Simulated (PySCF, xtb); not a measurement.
Sn(Cl)2(Br)(NH2) (BrCl₂H₂NSn), SMILES [NH2][Sn]([Cl])([Cl])[Br]. The values are those of a single conformer.

Harmonic wavenumbers (cm⁻¹) from GFN2-xTB in xtb 6.7.1 at its own minimum, in rising order: 64, 81, 88, 93, 106, 111, 198, 295, 328, 449, 735, 749, 1441, 3358, 3391.

### Question
What does PBE-D3(BJ)/def2-SVP (PySCF) give at its own minimum? (The exact figures need the calculation; the answer reports its results.)

### Answer
32, 86, 92, 110, 133, 149, 246, 360, 381, 539, 681, 868, 1479, 3385, 3488. Paired by order, the mean absolute difference is 48 cm⁻¹ and the zero-point energies are 16.4 and 17.2 kcal/mol.
